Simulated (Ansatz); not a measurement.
Program: Ansatz.

input.yaml

```yaml
crystal:
  periodic: [false, false, false]
  atoms:
    - { symbol: Si, position_ang: [-0.145608, -0.009294, -0.123962] }
    - { symbol: H, position_ang: [-0.264939, -0.03952, 1.39647] }
    - { symbol: F, position_ang: [1.512649, 0.074856, -0.60707] }
    - { symbol: Si, position_ang: [-1.089385, 2.158504, -0.564834] }
    - { symbol: H, position_ang: [-2.469256, 2.406272, 0.069191] }
    - { symbol: H, position_ang: [-0.139843, 2.859013, 0.391595] }
    - { symbol: H, position_ang: [-0.7331, 2.843801, -1.872946] }
    - { symbol: Si, position_ang: [-0.794741, -2.128385, -0.851372] }
    - { symbol: H, position_ang: [-1.904694, -2.358415, 0.159196] }
    - { symbol: H, position_ang: [-1.384624, -1.97521, -2.301914] }
    - { symbol: H, position_ang: [-0.020054, -3.443575, -0.992227] }
basis:
  gaussian: { orbitals: "6-31G" }
hamiltonian:
  xc: pbe
  dispersion: d4
md:
  timestep: 0.5
  n_steps: 25
  ensemble: nvt
  temperature: 400.0
  initial_velocities: maxwell_boltzmann
  seed: 198695
```

Launched with:

```bash
$ ansatz run input.yaml --threads 1 --pin off --max-ram 2048MiB --backend cpu --events-out ev --progress --plain --runs-dir out
```

What does the program answer?

The input was rejected before any iteration.

```
Error: YAML parse error: error: line 23 column 13: unknown variant `nvt`, expected one of nve, nve_milne, nvt_langevin, nvt_nose_hoover, npt_langevin
  --> <input>:23:13
   |
21 |   timestep: 0.5
22 |   n_steps: 25
23 |   ensemble: nvt
   |             ^ unknown variant `nvt`, expected one of nve, nve_milne, nvt_langevin, nvt_nose_hoover, npt_langevin
24 |   temperature: 400.0
25 |   initial_velocities: maxwell_boltzmann
```
